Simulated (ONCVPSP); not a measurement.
**scandium (Sc): variants of one ONCV potential**

Base potential:

- Element: scandium (Sc)
- Generator: ONCVPSP 4.0.1
- Type: optimised norm-conserving Vanderbilt (ONCV)
- Functional: PBE
- Relativity: scalar-relativistic
- Frozen core: [Ne]
- Valence charge: 11
- Reference configuration: 3s2 3p6 3d1 4s1 (charge +1)
- Partial waves: 3s+4s: rc 1.75 bohr, ncon 3, nbas 6, qcut 6.1 1/bohr, 2 projectors; 3p: rc 1.15 bohr, ncon 5, nbas 10, qcut 8.6 1/bohr, 1 projector; 3d: rc 2.15 bohr, ncon 4, nbas 9, qcut 6.8 1/bohr, 3 projectors, debl 2.3 Ha
- Local potential: polynomial inside 1.10 bohr (lpopt 5, dvloc0 0 Ha)
- Core correction: Teter function, fcfact 2, rcfact 1.2

Cutoffs, loose and tight: the cutoffs (Ha) at which the residual kinetic energy of the hardest occupied pseudo-wave falls to 1 and 0.1 mHa per electron. They do not see the model core or the augmentation charge, which bear on the density cutoff. Test errors are all-electron minus pseudo excitation energies from the reference, over the configurations 3s2 3p6 3d1 4s2; 3s2 3p6 3d1 4s0; 3s2 3p6 3d0 4s0; 3s2 3p5 3d1 4s2. A dash means not determined; rows that change the core or the reference have their own tests.

```csv
change,outcome,"cutoff, loose","cutoff, tight",bound ghosts,GHOST(+) flags above zero,largest test error (meV)
base,generated,29 Ha,55 Ha,none,none,+173
s: qcut 3.8,generated,29 Ha,55 Ha,none,none,+173
s: qcut 4.5,generated,29 Ha,55 Ha,none,none,+173
s: qcut 5,generated,29 Ha,55 Ha,none,none,+173
s: qcut 5.8,generated,29 Ha,55 Ha,none,none,+173
s: qcut 6.5,generated,29 Ha,55 Ha,none,none,+172
s: qcut 7.1,generated,29 Ha,55 Ha,none,none,+172
s: qcut 7.9,generated,29 Ha,55 Ha,none,none,+171
s: qcut 8.4,generated,29 Ha,55 Ha,none,none,+171
s: qcut 9.1,generated,29 Ha,55 Ha,none,none,+171
```

Reading the sweep of the qcut of the s channel (base included, trends over the rows without a ghost): The loose cutoff stays near 29 Ha. The median size of the test errors (rows with all tests solved) rises from 12.7 meV at 3.8 to 20.0 meV at 9.1 1/bohr.
